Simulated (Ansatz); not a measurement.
Ansatz (an electronic-structure program) input (CCSD(T)/cc-pV(T+d)Z):
A basis named .json is the Basis Set Exchange file of that set.

Ansatz 0.2 input:
```yaml
crystal:
  periodic: [false, false, false]
  atoms:
    - {symbol: Si, position_ang: [0.08423056, 0.53583095, 0.08353826]}
    - {symbol: C, position_ang: [-1.60657879, -0.27790926, 0.04317714]}
    - {symbol: C, position_ang: [1.44961718, -0.72059869, -0.19884867]}
    - {symbol: H, position_ang: [0.15375758, 1.58831459, -0.96360297]}
    - {symbol: H, position_ang: [0.28448302, 1.19954371, 1.39824161]}
    - {symbol: H, position_ang: [-1.78546613, -0.75677980, -0.92201004]}
    - {symbol: H, position_ang: [-1.68915625, -1.04320053, 0.81804114]}
    - {symbol: H, position_ang: [-2.40069599, 0.45285969, 0.20741869]}
    - {symbol: H, position_ang: [1.43146023, -1.49522125, 0.57091376]}
    - {symbol: H, position_ang: [1.33515035, -1.20880052, -1.16913743]}
    - {symbol: H, position_ang: [2.43300894, -0.24730157, -0.17537133]}
basis:
  gaussian:
    orbitals: cc-pV_T+d_Z.json
magnetization: {spin_polarized: false}
correlation: {method: ccsd_t, electrons: outside_noble_gas}
```

Output:

```
Functional definition: HF
integrals: 0.96 GiB planned
1170 factors; integrals over basis functions are off by at most 9.1e-4 eV
1.11 GiB of device memory are held for the factors and their scratch space
mean field: 0.79 GiB planned
mean field evaluation 1: about -10048.6562 eV, gradient 3.2e1 eV
mean field evaluation 2: about -10048.7757 eV, gradient 3.2e1 eV
mean field evaluation 4: about -10051.5173 eV, gradient 2.8e0 eV
mean field evaluation 8: about -10051.5525 eV, gradient 8.3e-2 eV
mean field evaluation 16: about -10050.9821 eV, gradient 1.2e1 eV
mean field -10051.55254171 eV, -369.3877427208 hartree, gradient 2.8e-6 eV, S^2 0.000000; 0 other end points of the search recorded, 0 dependent functions left out
7 core orbitals not correlated
reference -10051.55254171 eV, -369.3877427208 hartree; 10, 10 occupied and 194, 194 virtual orbitals, 1170 factors
second order -13.44426761 eV of doubles, -0.00000000 eV of singles
coupled cluster: 7.63 GiB planned
cycle   1  -14.34442709 eV  change   -9.0e-1 eV  update   7.3e-2
cycle   2  -14.72312755 eV  change   -3.8e-1 eV  update   2.2e-2
cycle   3  -14.76114124 eV  change   -3.8e-2 eV  update   6.8e-3
cycle   4  -14.75927094 eV  change    1.9e-3 eV  update   1.9e-3
cycle   5  -14.75905382 eV  change    2.2e-4 eV  update   5.4e-4
cycle   6  -14.75897199 eV  change    8.2e-5 eV  update   1.8e-4
cycle   7  -14.75896994 eV  change    2.0e-6 eV  update   4.8e-5
cycle   8  -14.75897713 eV  change   -7.2e-6 eV  update   1.5e-5
perturbative correction -0.51616700 eV, -0.0189687873 hartree
Total energy: -10066.82768584 eV, -369.9490939137 hartree
```
